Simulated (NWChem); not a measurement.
System: AlH2Cl; SMILES [AlH2][Cl]

Input file for NWChem:

```
start job
memory heap 200 mb stack 900 mb global 1100 mb
geometry units angstroms noautoz
  Al     0.000000     0.000000     1.085671
  H      0.000000    -1.412235     1.818194
  H      0.000000     1.412235     1.818194
  Cl     0.000000     0.000000    -1.033959
end
basis spherical
  * library def2-tzvp
end
dft
  xc rpbe cpbe96
  iterations 150
  mulliken
end
task dft energy
```

Parts of the log:

```
             Northwest Computational Chemistry Package (NWChem) 7.3.0
             --------------------------------------------------------

 C2V symmetry detected

                             Geometry "geometry" -> ""
                             -------------------------

 Output coordinates in angstroms (scale by  1.889725989 to convert to a.u.)

  No.       Tag          Charge          X              Y              Z
 ---- ---------------- ---------- -------------- -------------- --------------
    1 Al                  13.0000     0.00000000     0.00000000     1.08027075
    2 H                    1.0000     0.00000000    -1.41223500     1.81279375
    3 H                    1.0000     0.00000000     1.41223500     1.81279375
    4 Cl                  17.0000     0.00000000     0.00000000    -1.03935925

 Effective nuclear repulsion energy (a.u.)      69.6626544793

      Symmetry information
      --------------------

 Group name             C2v
 Group number             16
 Group order               4
 No. of unique centers     3

  pbe96 is a nonlocal functional; adding pw91lda local functional.

                                 NWChem DFT Module
                                 -----------------

 Summary of "ao basis" -> "ao basis" (spherical)
 ------------------------------------------------------------------------------
       Tag                 Description            Shells   Functions and Types
 ---------------- ------------------------------  ------  ---------------------
 Al                        def2-tzvp                13       37   5s5p2d1f
 H                         def2-tzvp                 4        6   3s1p
 Cl                        def2-tzvp                13       37   5s5p2d1f

      Symmetry analysis of basis
      --------------------------

        a1         37
        a2          7
        b1         19
        b2         23

            General Information
            -------------------
          SCF calculation type: DFT
          Wavefunction type:  closed shell.
          No. of atoms     :     4
          No. of electrons :    32
           Alpha electrons :    16
            Beta electrons :    16
          Charge           :     0
          Spin multiplicity:     1
          Use of symmetry is: on ; symmetry adaption is: on
          Maximum number of iterations: 150
          AO basis - number of functions:    86
                     number of shells:    34
          Convergence on energy requested:  1.00D-06
          Convergence on density requested:  1.00D-05
          Convergence on gradient requested:  5.00D-04

              XC Information
              --------------
                          RPBE Exchange Functional  1.000
            Perdew 1991 LDA Correlation Functional  1.000 local
           PerdewBurkeErnz. Correlation Functional  1.000 non-local

             Grid Information
             ----------------
          Grid used for XC integration:  medium
          Radial quadrature: Mura-Knowles
          Angular quadrature: Lebedev.
          Tag              B.-S. Rad. Rad. Pts. Rad. Cut. Ang. Pts.
          ---              ---------- --------- --------- ---------
          Al                  1.25       88           8.0       590
          H                   0.35       45          10.0       434
          Cl                  1.00       88          10.0       590
          Grid pruning is: on
          Number of quadrature shells:   221
          Spatial weights used:  Erf1

      Superposition of Atomic Density Guess
      -------------------------------------

 Sum of atomic energies:        -702.35213088

      Non-variational initial energy
      ------------------------------

 Total energy =    -702.530129
 1-e energy   =   -1111.181593
 2-e energy   =     338.988809
 HOMO         =      -0.353614
 LUMO         =      -0.006345

      Symmetry analysis of molecular orbitals - initial
      -------------------------------------------------

  Numbering of irreducible representations:

     1 a1          2 a2          3 b1          4 b2

  Orbital symmetries:

     1 a1          2 a1          3 a1          4 a1          5 b2
     6 b1          7 a1          8 b2          9 a1         10 b1
    11 a1         12 a1         13 b2         14 b1         15 a1
    16 b2         17 b1         18 a1         19 a1         20 b2
    21 a1         22 a2         23 b2         24 a1         25 b1
    26 b1

     ---------------------------------------------
      Total Density - Mulliken Population Analysis
     ---------------------------------------------

    Atom       Charge   Shell Charges
 -----------   ------   -------------------------------------------------------
    1 Al  13    12.20   2.00  0.65  1.33  0.82  0.33  2.91  2.28  0.82  0.66  0.22  0.09  0.06  0.03
    2 H    1     1.16   0.22  0.56  0.37  0.00
    3 H    1     1.16   0.22  0.56  0.37  0.00
    4 Cl  17    17.49   2.01  0.45  1.52  1.11  0.83  4.19  1.69  1.13  3.00  1.55  0.00  0.01  0.00

   convergence    iter        energy       DeltaE   RMS-Dens  Diis-err
 ---------------- ----- ----------------- --------- --------- ---------
 d= 0,ls=0.0,diis     1   -703.8011819096 -7.73D+02  7.66D-03  8.75D-01
 d= 0,ls=0.0,diis     2   -703.7887643201  1.24D-02  7.29D-03  2.87D-01
 d= 0,ls=0.0,diis     3   -703.8027305533 -1.40D-02  3.04D-03  2.24D-01
 d= 0,ls=0.0,diis     4   -703.8336883842 -3.10D-02  4.39D-04  9.02D-04
 d= 0,ls=0.0,diis     5   -703.8338905476 -2.02D-04  5.34D-05  3.97D-05
  Resetting Diis
 d= 0,ls=0.0,diis     6   -703.8338953128 -4.77D-06  1.10D-05  3.43D-06
 d= 0,ls=0.0,diis     7   -703.8338956867 -3.74D-07  5.14D-06  1.32D-07

         Total DFT energy =     -703.833895686746
      One electron energy =    -1112.687223001652
           Coulomb energy =      386.778137930738
    Exchange-Corr. energy =      -47.587465095124
 Nuclear repulsion energy =       69.662654479292

 Numeric. integr. density =       32.000002830208

                  Occupations of the irreducible representations
                  ----------------------------------------------

                     irrep           alpha         beta
                     --------     --------     --------
                     a1                9.0          9.0
                     a2                0.0          0.0
                     b1                3.0          3.0
                     b2                4.0          4.0

                       DFT Final Molecular Orbital Analysis
                       ------------------------------------

 Vector   14  Occ=2.000000D+00  E=-3.043647D-01  Symmetry=b2
              MO Center= -5.4D-30,  1.5D-14,  1.5D-01, r^2= 3.3D+00
   Bfn.  Coefficient  Atom+Function         Bfn.  Coefficient  Atom+Function
  ----- ------------  ---------------      ----- ------------  ---------------
    65      0.392353  4 Cl py                16      0.244540  1 Al py
    68      0.228738  4 Cl py                62      0.176284  4 Cl py
    56     -0.149626  4 Cl py                39     -0.145342  2 H  s
    45      0.145342  3 H  s                 19      0.109143  1 Al py
    38     -0.087746  2 H  s                 44      0.087746  3 H  s

 Vector   15  Occ=2.000000D+00  E=-2.956958D-01  Symmetry=b1
              MO Center= -2.1D-15, -5.3D-16, -9.0D-01, r^2= 1.4D+00
   Bfn.  Coefficient  Atom+Function         Bfn.  Coefficient  Atom+Function
  ----- ------------  ---------------      ----- ------------  ---------------
    64      0.525025  4 Cl px                67      0.320299  4 Cl px
    61      0.240026  4 Cl px                55     -0.201422  4 Cl px
    15      0.104071  1 Al px                58     -0.091719  4 Cl px
    18      0.062436  1 Al px                24      0.037738  1 Al d  1
    29      0.033730  1 Al d  1               6     -0.028976  1 Al px

 Vector   16  Occ=2.000000D+00  E=-2.665655D-01  Symmetry=b2
              MO Center= -3.2D-16, -1.3D-14,  5.5D-01, r^2= 3.9D+00
   Bfn.  Coefficient  Atom+Function         Bfn.  Coefficient  Atom+Function
  ----- ------------  ---------------      ----- ------------  ---------------
    65      0.368933  4 Cl py                68      0.239854  4 Cl py
    16     -0.202997  1 Al py                39      0.184849  2 H  s
    45     -0.184849  3 H  s                 62      0.172277  4 Cl py
    40      0.160595  2 H  s                 46     -0.160595  3 H  s
    56     -0.141852  4 Cl py                38      0.115400  2 H  s

 Vector   17  Occ=0.000000D+00  E=-8.673179D-02  Symmetry=b1
              MO Center=  5.3D-15,  1.5D-15,  1.1D+00, r^2= 4.0D+00
   Bfn.  Coefficient  Atom+Function         Bfn.  Coefficient  Atom+Function
  ----- ------------  ---------------      ----- ------------  ---------------
    18      0.642859  1 Al px                15      0.477830  1 Al px
    67     -0.201382  4 Cl px                64     -0.148426  4 Cl px
     6     -0.112128  1 Al px                 9     -0.092787  1 Al px
    61     -0.086136  4 Cl px                55      0.061316  4 Cl px
    78     -0.042849  4 Cl d  1              29     -0.042428  1 Al d  1

 Vector   18  Occ=0.000000D+00  E=-2.484793D-02  Symmetry=a1
              MO Center= -3.1D-15, -1.2D-14,  7.0D-01, r^2= 4.5D+00
   Bfn.  Coefficient  Atom+Function         Bfn.  Coefficient  Atom+Function
  ----- ------------  ---------------      ----- ------------  ---------------
     5      1.030036  1 Al s                  4      0.457434  1 Al s
    54     -0.447823  4 Cl s                 20     -0.438655  1 Al pz
    40     -0.418871  2 H  s                 46     -0.418871  3 H  s
    69     -0.321540  4 Cl pz                 3     -0.213339  1 Al s
    66     -0.190200  4 Cl pz                53     -0.187106  4 Cl s

[...]
```

Level: RPBE/def2-TZVP. All runs use the structure optimised with PBE-D3(BJ)/def2-SVP.
